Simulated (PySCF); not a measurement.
SMILES Cl[Si](Cl)(Cl)C[CH2][Ge]([Cl])([Cl])[Cl], CAM-B3LYP/def2-SVP optimised geometry.

```
14

Si    -2.73    -2.16    -2.99
Cl    -2.13    -1.27    -4.74
Cl    -4.78    -2.11    -2.89
Cl    -2.11    -4.11    -3.00
C     -2.00    -1.26    -1.54
C     -0.47    -1.24    -1.53
Ge     0.25    -0.30     0.00
Cl     2.39    -0.30     0.00
Cl    -0.43     1.74     0.00
Cl    -0.43    -1.21     1.82
H     -2.39    -1.74    -0.63
H     -2.40    -0.23    -1.55
H     -0.05    -2.26    -1.50
H     -0.06    -0.75    -2.43
```

Density from CAM-B3LYP/def2-TZVP in PySCF at that geometry.

Minimum of the electron density along straight lines between bonded atoms, close to the bond critical point (lines longer than 1.1 times the sum of covalent radii, or with two minima, are not listed):

| bond | length / Å | ρ at the minimum / e bohr⁻³ | ∇²ρ there / e bohr⁻⁵ | position (fraction from the first atom) |
|---|---|---|---|---|
| Si1–Cl2 | 2.053 | 0.103 | 0.20 | 0.36 |
| Si1–Cl3 | 2.047 | 0.104 | 0.20 | 0.36 |
| Si1–Cl4 | 2.053 | 0.103 | 0.20 | 0.36 |
| Si1–C5 | 1.861 | 0.132 | 0.13 | 0.39 |
| C5–C6 | 1.530 | … | … | 0.50 |
| C6–Ge7 | 1.939 | 0.136 | … | 0.52 |
| Ge7–Cl8 | 2.140 | 0.109 | 0.16 | 0.43 |
| Ge7–Cl9 | 2.146 | 0.108 | 0.16 | 0.43 |
| Ge7–Cl10 | 2.146 | 0.108 | 0.16 | 0.43 |
| C5–H11 | 1.103 | 0.271 | -0.90 | 0.65 |
| C5–H12 | 1.103 | 0.271 | -0.90 | 0.65 |
| C6–H13 | 1.101 | 0.274 | -0.93 | 0.65 |
| C6–H14 | 1.101 | 0.274 | -0.93 | 0.65 |

Q: Complete the blanks.

A: 
- C5–C6, ρ at the minimum / e bohr⁻³: 0.239
- C5–C6, ∇²ρ there / e bohr⁻⁵: -0.57
- C6–Ge7, ∇²ρ there / e bohr⁻⁵: 0.03
